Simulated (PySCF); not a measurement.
# Does the structure fit the spectrum?

A compound C9H12Si gives the data below (simulated from a calculation) and was assigned the structure `C[C@@H]1[SiH2]C=C1C#CC1CC1`.

13C{1H} NMR (computed): δ 228.7 (C), 110.0 (C), 101.6 (C), 101.4 (C), 85.5 (CH2), 13.3 (CH2, 2C), 13.2 (CH), -4.6 (CH3).

1H NMR (400 MHz, computed): δ 5.33 (s, 2H), 4.59 (q, 2H), 1.10 (m, 1H), 0.88 (m, 2H), 0.37 (m, 2H), 0.30 (t, 3H).

All values are calculated (PySCF 2.14): σ from GIAO-PBE0/pcSseg-1, geometry: GFN2-xTB. Gas phase, non-relativistic Hamiltonian, rapidly exchanging positions averaged, one computed conformer.

Shifts are taken against calculated references (same method and geometry level): 1H (31.72 ppm), 13C (186.93 ppm) against TMS.

**Question.** Compare with the shifts computed for the proposed structure, pairing carbons in order of shift.

**Answer.** Numbering as in the mapped SMILES `[CH3:1][C@@H:2]1[SiH2:3][CH:4]=[C:5]1[C:6]#[C:7][CH:8]1[CH2:9][CH2:10]1` (H(Xn): hydrogen on atom n).

```
atom  computed for proposal  given list  difference
  C5                  160.1       228.7       -68.6
  C4                  142.9       110.0       +32.9
  C7                  112.1       101.6       +10.5
  C6                   79.3       101.4       -22.1
  C2                   35.5        85.5       -50.0
  C1                   19.4        13.3        +6.1
 C10                   12.8        13.3        -0.5
  C9                   12.4        13.2        -0.8
  C8                    3.6        -4.6        +8.2
```

The rms difference is 31.6 ppm and the largest -68.6 ppm at C5 (fully substituted alkene carbon). The proposal also would give 9 carbon signals, not 8. The carbon types in order of shift don't match either: C, CH, C, C, CH, CH3, CH2, CH2, CH for the proposal against C, C, C, C, CH2, CH2, CH2, CH, CH3 in the data. The proposal doesn't fit.

**Question.** Which isomer fits?

**Answer.** SMILES C=C=C(C#C[SiH2]C)C1CC1.

- Carbon types of the structure: 4 × C, 1 × CH, 3 × CH2, 1 × CH3, leaving 2 H on heteroatoms.
- δC 228.7: central carbon of an allene; the central sp carbon of an allene is among the most deshielded carbons of hydrocarbons.
- δC 110.0, 101.6: alkyne carbon.
- δC 101.4, 85.5: terminal carbon of a cumulated C=C=C unit.
- δH 0.30: hydrogen on a methyl carbon bonded to Si; an electropositive neighbour shields it, as in TMS itself.

The data come from this structure; uniqueness wasn't tested.

Shifts are as computed. Against solution values, carbons near 30 ppm lie about +3 ppm off and those near 130 ppm about +5 ppm. Of 1309 compounds with measured shifts, 239 miss one by over three times the rms of a fit or turn the order of signals round; such compounds aren't used in these exercises. No couplings were computed; multiplicities are counted from neighbouring protons, with m where these are inequivalent, close in shift, in a saturated or five-membered ring or joined by F or P, and br s for small geminal =CH2 splittings.
